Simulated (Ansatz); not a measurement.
Cl3Sb, SMILES [Sb]([Cl])([Cl])[Cl] (connectivity only; charge and spin as stated), charge -1, multiplicity 2.

The structure is a stationary point at r2SCAN-D4/def2-SVPD. The multiplicity is an assumed one; other spin states were not compared. The isomer is the one that the SMILES or the coordinates give; other isomers of the formula were not compared. The def2 effective core potentials stand for the cores of Sb; spin–orbit coupling is left out.

Two levels are set side by side: PBE/def2-SVPD (Ansatz, a program for electronic structure) and PBE0/def2-SVPD (Ansatz). Energy differences of separate SCF runs at the same geometry; the states with an electron removed or added have multiplicity 1. Differences are taken from unrounded values.

| quantity | PBE0 |
|---|---|
| vertical ionisation energy (eV) | 3.86 |

**Question.** What does PBE give, and how far is it from PBE0? (The exact figures need the calculation; the answer reports its results.)

**Answer.** 
```csv
quantity,PBE,PBE minus PBE0
vertical ionisation energy (eV),3.45,-0.41
```
